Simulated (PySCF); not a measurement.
C₆ coefficients of unlike pairs at BHandHLYP

Calculated with PySCF 2.14 from the dipole response of each species, C₆(A,B) = (3/π) ∫ α_A(iu) α_B(iu) du, in atomic units, from isotropic polarisabilities. For ions this is the dispersion term alone; charge-induced terms of lower order in 1/R come first.

```csv
species,configuration,basis,relativity,α (bohr³),C₆ (like pair)
Te²⁺,[Kr] 4d10 5s2 5p2 (3P),"x2c-QZVPPall with one added diffuse shell each of s, p, d, f type (14s10p8d5f1g)",spin-free X2C,14.89,100.0
Ba,[Xe] 6s2 (1S),aug-cc-pwCVTZ-X2C (11s10p8d4f),spin-free X2C,266.9,5224
Ge⁺,[Ar] 3d10 4s2 4p1 (2P),"aug-cc-pVTZ-PP with one added diffuse shell each of s, d, f type with ECP10MDF (7s5p5d3f)",core potential,18.93,107.6
B⁺,[He] 2s2 (1S),dyall-av2z (11s7p2d),none,11.07,30.37
```

Question: Estimate C₆ for Ba with Te²⁺.

Answer: The integral gives 534.5. The combination rule 2 C_A C_B / (C_A α_B/α_A + C_B α_A/α_B) gives 501.3 and the geometric mean 722.9.

No spin-orbit coupling is included.

The other pairs:

```json
{"pair": "B⁺, Ba", "C₆": "345.6"}
{"pair": "Ge⁺, Te²⁺", "C₆": "101.3"}
{"pair": "B⁺, Te²⁺", "C₆": "52.55"}
{"pair": "Ge⁺, Ba", "C₆": "621.2"}
{"pair": "B⁺, Ge⁺", "C₆": "56.89"}
```
